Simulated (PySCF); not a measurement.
This PySCF input asks for the NMR shieldings of SMILES C=Cc1ccp(P)c1, C$_{6}$H$_{8}$P$_{2}$; the geometry comes from GFN2-xTB.

```python
import basis_set_exchange as bse
import numpy as np
from pyscf import gto, dft
from pyscf.prop import nmr

atoms = """
C    -2.882657    1.003714    0.209500
C    -1.764111    1.003124   -0.507617
C    -0.614012    0.149189   -0.286504
C    -0.455311   -0.736410    0.845013
C     0.699763   -1.424558    0.854560
P     1.653845   -1.129622   -0.645180
P     3.164801    0.176664    0.216140
C     0.457901    0.117398   -1.125218
H    -3.035460    0.343833    1.046113
H    -3.697606    1.667434   -0.023907
H    -1.668849    1.680871   -1.347404
H    -1.196005   -0.804893    1.624643
H     0.991591   -2.139830    1.605539
H     3.823501    0.322213   -1.008017
H     3.980119   -0.902150    0.570981
H     0.534890    0.681965   -2.040054
"""
names = dict.fromkeys(["C", "P", "H"], "pcSseg-1")
basis = {el: gto.basis.parse(bse.get_basis(n, elements=[el], fmt="nwchem")) for el, n in names.items()}
mol = gto.M(atom=atoms, basis=basis, charge=0, verbose=0)
mf = dft.RKS(mol, xc="PBE0")
mf.grids.level = 2
mf.grids.alignment = dft.numint.BLKSIZE   # the property module wants whole blocks of grid points
mf.conv_tol = 1e-9
mf.kernel()

calc = nmr.RKS(mf)   # GIAO
C = mf.mo_coeff
Co = C[:, mf.mo_occ > 0]
resp = mf.gen_response(singlet=True, hermi=2)
def vind(x):   # induced exchange potential for any number of trial vectors
    d = np.einsum("pi,xij,qj->xpq", C, 2 * x.reshape(-1, C.shape[1], Co.shape[1]), Co, optimize=True)
    return np.einsum("xpq,pi,qj->xij", resp(d - d.transpose(0, 2, 1)), C, Co, optimize=True).ravel()
mo1, _ = nmr.rhf.solve_mo1(calc, with_cphf=vind)
sigma = calc.kernel(mo1)
for i, s in enumerate(sigma):   # ppm
    w = np.linalg.eigvalsh((s + s.T) / 2)
    print("%2d %-2s iso %8.1f  s11 %8.1f  s22 %8.1f  s33 %8.1f" % (i, mol.atom_pure_symbol(i), w.mean(), *w))
```

Question: What does it print?

Answer: 
```
 0 C  iso     64.9  s11    -41.8  s22     69.5  s33    166.9
 1 C  iso     45.3  s11    -69.2  s22     54.9  s33    150.1
 2 C  iso     28.7  s11    -66.1  s22     20.2  s33    132.1
 3 C  iso     44.2  s11    -61.0  s22     42.5  s33    151.0
 4 C  iso     36.4  s11    -74.7  s22     28.8  s33    155.0
 5 P  iso    373.5  s11    281.0  s22    345.7  s33    493.7
 6 P  iso    526.9  s11    473.8  s22    509.0  s33    597.9
 7 C  iso     39.3  s11    -60.5  s22     31.2  s33    147.2
 8 H  iso     25.8  s11     23.4  s22     23.8  s33     30.1
 9 H  iso     26.1  s11     24.3  s22     24.7  s33     29.2
10 H  iso     24.7  s11     21.9  s22     23.1  s33     29.2
11 H  iso     23.9  s11     20.6  s22     22.6  s33     28.4
12 H  iso     24.6  s11     21.9  s22     24.4  s33     27.5
13 H  iso     28.7  s11     23.5  s22     26.3  s33     36.5
14 H  iso     28.7  s11     23.4  s22     26.3  s33     36.5
15 H  iso     25.0  s11     21.9  s22     24.6  s33     28.4
```

These numbers come from an equivalent density-fitted implementation of the same equations, which agrees with the script to about 0.01 ppm for H and up to a few tenths of a ppm for heavy atoms, so last digits may differ.

Size and cost of the density-fitted run: 190 basis functions, 58 s wall time on 1 thread of an Arm Neoverse N1, shared host; peak memory 0.81 GiB.
